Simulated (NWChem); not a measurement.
# C$_{5}$H$_{5}$F; SMILES C([C@@H](F)C#C)=C

```xyz
11

C     -0.5361    -2.4817     0.2978
C     -0.1321    -1.3821    -0.0487
C      0.3349    -0.0595    -0.4850
F      1.4740     0.3106     0.2261
C     -0.7504     0.9852    -0.3412
C     -0.6149     2.0912     0.4036
H     -0.8911    -3.4533     0.6128
H      0.6295    -0.1307    -1.5613
H     -1.6776     0.7697    -0.8987
H     -1.4282     2.8283     0.4797
H      0.3169     2.2853     0.9557
```
Atoms are numbered in this order, from 1.

Computed with NWChem. Pople sets run with spherical d functions. The geometry was optimised at PBE-D3(BJ)/def2-SVP. Level: PBE/6-31G* with SMD (1 M gas to 1 M solution), gas-phase geometry.

For solvent n-hexane:

| Item | Result |
|---|---|
| solvation free energy (kcal/mol) | -3.3 |
| cavity-dispersion-structure term (kcal/mol) | -0.7 |
| dipole in solution (D) | 1.65 |

How do the values read with solvent ethylene glycol instead?


- solvation free energy (kcal/mol) = -0.5
- cavity-dispersion-structure term (kcal/mol) = 5.2
- dipole in solution (D) = 1.93
